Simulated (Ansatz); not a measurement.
A displaced shape of singlet ICl:

```yaml
atoms:
  - { symbol: I, position_ang: [0.0418, 0.0273, -0.5739] }
  - { symbol: Cl, position_ang: [-0.0462, 0.0029, 1.8031] }
```

It was optimised with HF/def2-SVP (with the core potentials of the set past Kr) in Ansatz (development build ahead of 0.2.0) to forces under 0.001 eV/Å, with restricted orbitals. Each step stands on the lowest determinant of that kind that the program's search found.

Problem. What shape does it relax to, and how does the optimisation go?

Solution.

```csv
atom,x (Å),y (Å),z (Å)
I,0.0414,0.0272,-0.5613
Cl,-0.0458,0.0030,1.7905
```

Bond lengths: I1–Cl2 2.354 Å.

| step | E − E(start) (eV) | largest force (eV/Å) |
| --- | --- | --- |
| 1 | 0.0000 | 0.3984 |
| 2 | -0.0033 | 0.2513 |
| 3 | -0.0051 | 0.0050 |
| 4 | -0.0051 | 0.0000 |

The optimisation ended after 4 steps with its threshold met.
